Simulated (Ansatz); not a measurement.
`[CH3][Al]([SiH3])[O][SiH3]`. Charge 0, multiplicity 1. All single points use the PBE0-D4/def2-TZVP geometry. It is one conformer, not always the lowest.

```xyz
14

C    -0.547    2.350   -0.708
Al   -0.093    0.603    0.013
Si    0.575    0.140    2.330
O    -0.149   -0.741   -1.014
Si   -0.039   -2.276   -1.532
H    -0.690    2.324   -1.790
H     0.230    3.086   -0.480
H    -1.470    2.725   -0.254
H    -0.216   -0.983    2.910
H     2.011   -0.259    2.398
H     0.403    1.320    3.226
H     0.466   -3.168   -0.451
H     0.895   -2.357   -2.686
H    -1.376   -2.765   -1.962
```

Problem. What is the dipole moment at B3LYP/def2-TZVPP? (Estimate.)

Solution. The calculation gave: 1.16 D, with components (-0.27, 1.08, -0.31) D in this frame, pointing from negative to positive charge.

Problem. And with PBE, r2SCAN, ωB97M-V? (An estimate is asked.)

Solution. The calculation gave: PBE 1.21 D, r2SCAN 1.21 D, ωB97M-V 1.20 D.

Problem. Give the Mulliken charges with B3LYP, PBE, ωB97M-V in def2-TZVPP. (An estimate is asked.)

Solution. Computed: 
```json
{"atom": "C1", "B3LYP": "-0.43", "PBE": "-0.42", "ωB97M-V": "-0.51"}
{"atom": "Al2", "B3LYP": "0.52", "PBE": "0.46", "ωB97M-V": "0.53"}
{"atom": "Si3", "B3LYP": "0.03", "PBE": "-0.04", "ωB97M-V": "-0.08"}
{"atom": "O4", "B3LYP": "-0.33", "PBE": "-0.25", "ωB97M-V": "-0.34"}
{"atom": "Si5", "B3LYP": "0.36", "PBE": "0.28", "ωB97M-V": "0.26"}
{"atom": "H6", "B3LYP": "0.10", "PBE": "0.10", "ωB97M-V": "0.12"}
{"atom": "H7", "B3LYP": "0.09", "PBE": "0.10", "ωB97M-V": "0.11"}
{"atom": "H8", "B3LYP": "0.09", "PBE": "0.10", "ωB97M-V": "0.11"}
{"atom": "H9", "B3LYP": "-0.06", "PBE": "-0.04", "ωB97M-V": "-0.02"}
{"atom": "H10", "B3LYP": "-0.06", "PBE": "-0.04", "ωB97M-V": "-0.02"}
{"atom": "H11", "B3LYP": "-0.06", "PBE": "-0.04", "ωB97M-V": "-0.02"}
{"atom": "H12", "B3LYP": "-0.08", "PBE": "-0.07", "ωB97M-V": "-0.04"}
{"atom": "H13", "B3LYP": "-0.08", "PBE": "-0.07", "ωB97M-V": "-0.05"}
{"atom": "H14", "B3LYP": "-0.08", "PBE": "-0.07", "ωB97M-V": "-0.05"}
```

B3LYP here is the variant with VWN-RPA as its local correlation; programs differ in this.
